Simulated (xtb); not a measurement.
Cl5Sb, charge -1, doublet, at a GFN2-xTB geometry (a state made from the parent by changing its charge; the spin is typed, not shown lowest), atoms displaced at random by about 0.05 Å a coordinate. Base run: GFN2-xTB in xtb.

xtb was given this input:
```
$ xtb mol.xyz --gfn 2 --chrg -1 --uhf 1 --opt --json

# file mol.xyz
6

Sb     0.01671229    -0.19361847    -0.16594868
Cl     2.18833835     0.47400091    -0.99016993
Cl     1.17937221    -1.34231255     1.79053195
Cl    -1.09761088     0.87149864    -2.14770666
Cl    -2.27399361    -1.07883032     0.72527064
Cl    -0.12555097     1.77061545     1.15619270
```

Each row names what was changed in the base input (with any setting that the change needs).

| change | ΔE vs base (kJ/mol) | optimiser steps |
|---|---|---|
| base | 0.00 | 9 |
| opt level = crude | 0.15 | 4 |
| alpb = ch2cl2 | -185.9 | 6 |
| opt level = loose | 0.00 | 7 |
| opt level = lax | 0.00 | 7 |
| opt level = extreme | 0.00 | 12 |
| engine = lbfgs | 0.00 | - |
| alpb = cs2 | -152.8 | 9 |
| opt level = tight | 0.00 | 11 |
| engine = inertial | 0.03 | - |
